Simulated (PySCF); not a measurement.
5-(5-fluoropyrimidin-2-yl)thiophene-2-carbaldehyde (C9H5FN2OS), SMILES n1c(ncc(F)c1)-c1sc(cc1)C=O. Atoms are numbered in the order given.

```xyz
19

O     -1.3559     4.5982     0.0000
C     -0.1894     4.2705     0.0000
C      0.2926     2.8904     0.0000
C      1.6114     2.4609     0.0000
C      1.7241     1.0526     0.0000
C      0.4870     0.4272     0.0000
C      0.2238    -1.0119     0.0000
N      1.2841    -1.8366     0.0000
C      1.0443    -3.1430     0.0000
C     -0.2624    -3.6320     0.0000
F     -0.5030    -4.9421     0.0000
C     -1.3081    -2.7095     0.0000
N     -1.0606    -1.4044     0.0000
S     -0.8264     1.5601     0.0000
H      0.6344     5.0305     0.0000
H      2.4578     3.1501     0.0000
H      2.6558     0.4883     0.0000
H      1.8947    -3.8342     0.0000
H     -2.3503    -3.0480     0.0000
```

Geometry optimised at B3LYP-D3(BJ)/def2-SVP. The values are those of a single conformer.

Two levels are set side by side: PBE/pcSseg-1 (PySCF) and B3LYP/pcSseg-1 (PySCF). GIAO shifts against CFCl3 (¹⁹F), H2O (¹⁷O), H2S (³³S), NH3 (¹⁵N), TMS (¹H), TMS (¹³C) at the same level; non-relativistic, no solvent, atoms listed together averaged. Differences are taken from unrounded values.

```csv
quantity,B3LYP
δ(¹⁷O) of O1 (ppm),654.9
δ(¹³C) of C2 (ppm),186.9
δ(¹³C) of C3 (ppm),162.0
δ(¹³C) of C4 (ppm),143.3
δ(¹³C) of C5 (ppm),138.4
δ(¹³C) of C6 (ppm),165.4
δ(¹³C) of C7 (ppm),166.5
"δ(¹³C) of C9, C12 (ppm)",153.8
δ(¹³C) of C10 (ppm),168.1
δ(¹⁹F) of F11 (ppm),-150.9
δ(³³S) of S14 (ppm),465.5
δ(¹H) of H15 (ppm),10.15
δ(¹H) of H16 (ppm),7.69
δ(¹H) of H17 (ppm),8.50
"δ(¹H) of H18, H19 (ppm)",8.91
```

Task: What does PBE give, and how far is it from B3LYP? (An estimate is asked for; the answer gives what the named calculation found.)

Result: 
| quantity | PBE | PBE minus B3LYP |
|---|---|---|
| δ(¹⁷O) of O1 (ppm) | 652.9 | -2.1 |
| δ(¹³C) of C2 (ppm) | 183.3 | -3.6 |
| δ(¹³C) of C3 (ppm) | 158.4 | -3.6 |
| δ(¹³C) of C4 (ppm) | 140.1 | -3.3 |
| δ(¹³C) of C5 (ppm) | 136.3 | -2.1 |
| δ(¹³C) of C6 (ppm) | 160.7 | -4.7 |
| δ(¹³C) of C7 (ppm) | 162.0 | -4.5 |
| δ(¹³C) of C9, C12 (ppm) | 150.0 | -3.8 |
| δ(¹³C) of C10 (ppm) | 165.9 | -2.2 |
| δ(¹⁹F) of F11 (ppm) | -154.2 | -3.3 |
| δ(³³S) of S14 (ppm) | 466.5 | 1.0 |
| δ(¹H) of H15 (ppm) | 10.35 | 0.21 |
| δ(¹H) of H16 (ppm) | 7.68 | -0.01 |
| δ(¹H) of H17 (ppm) | 8.49 | -0.01 |
| δ(¹H) of H18, H19 (ppm) | 8.82 | -0.09 |

Rough cost on one machine, each run with all the roots and properties that it gave: B3LYP against PBE within a factor of 2.
